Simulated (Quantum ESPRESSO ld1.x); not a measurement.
Pm54+, configuration [He] 2s2 2p3. All-electron calculation, Dirac Kohn-Sham, PBE, spin-unpolarised, spherical densities, point nucleus; open shells are shared between the two j in proportion to 2j + 1. Program: ld1.x of Quantum ESPRESSO 7.5.

Normalised radial functions P(r) = r R(r) (large component), r in bohr:

r          1s1/2   2p1/2
0.001759  1.8727  0.0577
0.002132  2.1741  0.0736
0.002562  2.4970  0.0936
0.003105  2.8690  0.1210
0.003762  3.2735  0.1573
0.004522  3.6852  0.2032
0.005479  4.1289  0.2662
0.006638  4.5694  0.3493
0.008044  4.9823  0.4582
0.009669  5.3224  0.5931
0.01172   5.5825  0.7726
0.01419   5.7040  0.9985
0.01706   5.6531  1.2636
0.02067   5.3954  1.5921
0.02505   4.9183  1.9675
0.03035   4.2410  2.3723
0.03648   3.4553  2.7579
0.04421   2.5780  3.1103
0.05356   1.7449  3.3497
0.06439   1.0751  3.4117
0.07801   0.5644  3.2527
0.09453   0.2497  2.8546
0.1145    0.0898  2.2660
0.1377    0.0266  1.6209
0.1668    0.0056  0.9902
0.2021    0.0008  0.5068
0.243     0.0001  0.2181
0.2944    0.0000  0.0702

1s1/2: eigenvalue -49978 eV, 0 radial nodes, <r> = 0.0231 bohr, 90 % of the charge inside 0.0417 bohr. 2p1/2: eigenvalue -11433.6 eV, 0 radial nodes, <r> = 0.0790 bohr, 90 % of the charge inside 0.129 bohr.
